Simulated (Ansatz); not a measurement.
```yaml
crystal:
  periodic: [false, false, false]
  atoms:
    - {symbol: C, position_ang: [0.541484, 3.369046, -0.482664]}
    - {symbol: C, position_ang: [0.884853, 1.947573, -1.283004]}
    - {symbol: Zn, position_ang: [0.001427, -0.200213, -0.647485]}
    - {symbol: C, position_ang: [-0.882116, -2.332988, 0.036582]}
    - {symbol: C, position_ang: [-0.543711, -3.054182, 1.500960]}
    - {symbol: H, position_ang: [-0.277085, 3.421416, 0.601347]}
    - {symbol: H, position_ang: [1.061966, 4.566722, -0.867852]}
    - {symbol: H, position_ang: [1.723254, 2.053250, -2.353050]}
    - {symbol: H, position_ang: [-1.716410, -3.025208, -0.790376]}
    - {symbol: H, position_ang: [-1.064160, -4.260854, 1.856997]}
    - {symbol: H, position_ang: [0.270511, -2.484549, 2.428558]}
basis:
  gaussian: {orbitals: def2-SVP, final_grid: {core_spheres: 1, valence_spheres: 1, degree: 1}}
hamiltonian: {xc: {name: r2SCAN}}
accuracy: high
```

```sh
$ ansatz run in.yaml --threads 4 --pin off --events-out ev --progress --plain --max-ram 10444MiB
```

It prints (some lines left out):

```
Functional definition: r2SCAN
2572 factors; integrals over basis functions are off by at most 7.7e-8 eV
mean field evaluation 1: about -52630.7599 eV, gradient 5.8e1 eV
mean field evaluation 2: about -52569.0301 eV, gradient 1.4e2 eV
mean field evaluation 4: about -52635.1921 eV, gradient 4.1e1 eV
mean field evaluation 8: about -52597.6672 eV, gradient 5.1e2 eV
mean field evaluation 16: about -52934.7928 eV, gradient 2.5e1 eV
mean field evaluation 32: about -52943.6255 eV, gradient 5.9e-2 eV
mean field evaluation 128: about -52943.4039 eV, gradient 6.4e-1 eV
mean field evaluation 160: about -52943.4360 eV, gradient 6.9e-1 eV
mean field evaluation 192: about -52943.4447 eV, gradient 2.8e-1 eV
mean field -52943.62561562 eV, -1945.6423548958 hartree, gradient 2.8e-8 eV, S^2 0.000000; 8 other end points of the search recorded, 0 dependent functions left out
reference -52943.62562300 eV, -1945.6423551667 hartree; 30, 30 occupied and 87, 87 virtual orbitals, 2572 factors
Total energy: -52943.62562300 eV, -1945.6423551667 hartree
```

Q: What is wrong with this run?

A: The integration grid is far too coarse. The run converged. The result belongs to that input, not to the molecule as meant.
